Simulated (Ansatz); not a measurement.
Wavefunction ladder for C₂H₉BClNSi, SMILES `BN(CC)[SiH2]Cl`

| atom | x (Å) | y (Å) | z (Å) |
| --- | --- | --- | --- |
| B1 | 1.2245 | -1.1418 | 0.7888 |
| N2 | 0.3598 | -0.5139 | -0.1161 |
| C3 | -1.0246 | -0.1955 | 0.2625 |
| C4 | -1.1247 | 1.0818 | 1.0723 |
| Si5 | 0.8764 | -0.1171 | -1.7212 |
| Cl6 | 0.8988 | 1.9218 | -2.0187 |
| H7 | 2.3564 | -1.3574 | 0.4665 |
| H8 | 0.8100 | -1.4615 | 1.8673 |
| H9 | -1.6342 | -0.1121 | -0.6442 |
| H10 | -1.4246 | -1.0360 | 0.8347 |
| H11 | -0.5467 | 0.9927 | 1.9948 |
| H12 | -2.1652 | 1.2826 | 1.3386 |
| H13 | -0.7421 | 1.9354 | 0.5102 |
| H14 | 2.2403 | -0.6326 | -1.9383 |
| H15 | -0.1042 | -0.6463 | -2.6973 |

Total charge 0; spin multiplicity 1. The structure was optimised at the PBE0-D4/def2-TZVP level. It is one conformer, not always the lowest. Frozen core, restricted reference, Ansatz.

| basis | HF (Eh) | MP2 corr. | CCSD corr. | (T) | CCSD(T) total |
| --- | --- | --- | --- | --- | --- |
| def2-SVP | -908.29481 | -0.77176 | -0.84685 | -0.02395 | -909.16561 |
| def2-TZVPP | -908.73545 | -0.97567 | – | – | – |
| def2-QZVPP | -908.76527 | -1.04766 | – | – | – |
